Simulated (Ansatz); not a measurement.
Cartesian coordinates in Å:
```
N -1.818 -1.506 0.047
As -0.294 -1.083 0.992
N 0.228 0.604 0.427
Si 1.567 0.909 -0.611
H -1.614 -1.901 -0.860
H -2.505 -0.771 -0.050
H -1.088 -0.557 2.185
H -0.411 1.358 0.630
H 2.348 -0.353 -0.673
H 2.422 2.010 -0.090
H 1.166 1.290 -1.997
```

The species carries charge 0 and has multiplicity 1.

Question: List the PBE0/def2-TZVPP orbital energies in eV (the Gaussian-basis code of Ansatz). (Best estimate.)

Answer: The calculation gave: Occupied: -11598.74, -1802.57, -1469.22, -1312.68, -1312.67, -1312.63, -391.10, -391.04, -192.60, -144.86, -139.32, -139.28, -139.14, -99.53, -99.51, -99.51, -45.78, -45.77, -45.64, -45.62, -45.56, -24.24, -23.32, -16.94, -15.07, -13.72, -12.84, -11.37, -10.55, -9.79, -9.47, -8.07, -7.58, -7.14. Lowest empty: -0.15, 0.35, 1.38, 1.48, 1.81, 2.05, 2.27, 2.39.
